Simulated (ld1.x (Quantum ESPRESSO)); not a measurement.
u(r) = r·R(r): atom against pseudo-atom (cobalt (Co))

Columns: radius, all-electron u(r) and pseudo u(r) of the 3p shell (level -103.76 eV) of cobalt in the configuration [Ne] 3s2 3p6 3d6 4s0 4p0; PBE, scalar-relativistic, TM scheme, ld1.x (Quantum ESPRESSO) 7.5.

```csv
r (bohr),all-electron,pseudo
0.075,0.4585,-0.0394
0.150,0.6216,-0.1519
0.225,0.3442,-0.3218
0.300,-0.0984,-0.5253
0.375,-0.5214,-0.7343
0.450,-0.8472,-0.9217
0.525,-1.0599,-1.0661
0.600,-1.1714,-1.1556
0.675,-1.2038,-1.1885
0.750,-1.1800,-1.1716
0.825,-1.1197,-1.1170
0.900,-1.0379,-1.0378
0.975,-0.9453,-0.9458
1.050,-0.8495,-0.8498
1.125,-0.7555,-0.7555
1.200,-0.6661,-0.6662
1.275,-0.5833,-0.5833
1.350,-0.5079,-0.5079
1.425,-0.4401,-0.4401
1.500,-0.3798,-0.3798
1.575,-0.3266,-0.3266
1.650,-0.2800,-0.2800
1.725,-0.2394,-0.2394
1.800,-0.2042,-0.2042
1.875,-0.1738,-0.1738
1.950,-0.1476,-0.1476
```

(1) How many radial nodes do the two functions have?

(2) Is the pseudo-wave norm-conserving?

Results:

(1) The all-electron 3p function has n − l − 1 = 1; the pseudo-wave has 0, since the states of the same l below it are removed with the core.

(2) Yes: the TM scheme keeps the norm inside the radius equal to the all-electron one, which fixes the energy derivative of the logarithmic derivative at the level.
